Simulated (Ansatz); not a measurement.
The cluster GeCl₂⁻, relaxed as a quartet with UKS PBE-D4/def2-TZVPD in Ansatz, starting from the PBE-D4/def2-TZVPD geometry of the charge -1 doublet. Force threshold 0.02 eV/Å.

The highest occupied level of the charge -1 quartet lies above zero (up to 0.94 eV). It is a level of α spin, whose loss leaves a triplet; that state wasn't run at this geometry and level. The electron is either unbound and held by the finite basis, or the level is raised by self-interaction error. The relaxation made no stability test and no search for a lower SCF solution. At PBE-D4/def2-TZVPD a doublet of charge -1 lies 2.78 eV below the quartet, each at its own geometry. The structure comes from a short search, and lower isomers may exist.

Start:

Cartesian coordinates in Å:
```
Ge -0.405 -0.891 -0.254
Cl -1.286 0.860 1.043
Cl 1.690 0.031 -0.789
```

(1) Estimate the energy that the relaxation releases and the steps that it takes.

(2) Does the start keep its bonding and symmetry?

(3) Predict the relaxed structure.

## Answers

(1) 36.2 kcal/mol, in 7 steps; 8 s on 4 threads of Arm Neoverse V1 on a shared host. No frequencies were taken in this run, so the end may be a saddle point.

(2) By distances, no bond broke or formed. The bond that changes most is Ge1–Cl3, from 2.35 to 2.38 Å (atoms count from 1). Point group C2v at the start, D∞h at the end, both within 0.05 Å.

(3) 
```xyz
3

Ge   -0.0018   -0.0039   -0.0011
Cl   -1.9742    0.5523    1.2165
Cl    1.9760   -0.5484   -1.2154
```
Bond lengths: 2 × Cl–Ge 2.38 Å.
